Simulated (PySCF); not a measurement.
Ligands exchanged one at a time, B H-CH3. Gas-phase values, no solvent. Strings in code marks are SMILES.

The LUMO from two functionals at the same geometries (CAM-B3LYP-D3(BJ)/def2-TZVP), both in PySCF: PBE-D3(BJ)/def2-TZVP and TPSSh-D3(BJ)/def2-TZVP. 

```csv
species,PBE-D3(BJ)/def2-TZVP (eV),TPSSh-D3(BJ)/def2-TZVP (eV)
0 of 3 H replaced by CH3 (`B`),-3.04,-2.30
1 of 3 H replaced by CH3 (`BC`),-2.26,-1.60
2 of 3 H replaced by CH3 (`CBC`),-1.61,-1.01
3 of 3 H replaced by CH3 (`CB(C)C`),-1.14,-0.56
```

Over these rows, drawn at random from the members with no instability flagged (it was tested for open shells, ions and some series alone), PBE minus TPSSh-D3(BJ): mean -0.64 eV, from -0.74 eV to -0.57 eV.
